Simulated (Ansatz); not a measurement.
Compare A (`O=CC[SiH2]O`) with its isomer B (`O[SiH]1CCO1`).

Isolated molecules relaxed with PBE0-D4/def2-TZVP in Ansatz; ΔE leaves out vibrations. CCSD(T)/CBS is the MP2 limit (def2-TZVPP, def2-QZVPP) plus CCSD(T) − MP2 in def2-TZVPP, frozen cores. Functionals use def2-TZVPP. B3LYP here is the variant with VWN-RPA as its local correlation; programs differ in this. Each species was taken in one conformer, which may not be the lowest.

Task: Which isomer does CCSD(T)/CBS put lower? Give the gap. (Estimate.)

Result: The calculation gave: B, by 21.6 kcal/mol.

Task: Give E(B) − E(A) in kcal/mol with HF/def2-TZVPP, B3LYP-D4, CCSD(T)/def2-TZVPP, B3LYP, ωB97M-V, r2SCAN-D4, CCSD/def2-TZVPP. (An estimate is asked.)

Result: Computed: HF/def2-TZVPP -17.9, B3LYP-D4 -17.8, CCSD(T)/def2-TZVPP -20.8, B3LYP -17.9, ωB97M-V -21.5, r2SCAN-D4 -20.0, CCSD/def2-TZVPP -21.3. None reverses the order clearly.

Largest T1 diagnostic: 0.014.

From PBE to PBE0 (25 % exact exchange), in def2-TZVPP and without D4, E(B) − E(A) moves by −2.9 kcal/mol. In def2-TZVPP, CCSD(T) changes the Hartree–Fock value by −2.9 kcal/mol (the triples alone add +0.5 kcal/mol) and MP2 by −4.6 kcal/mol.
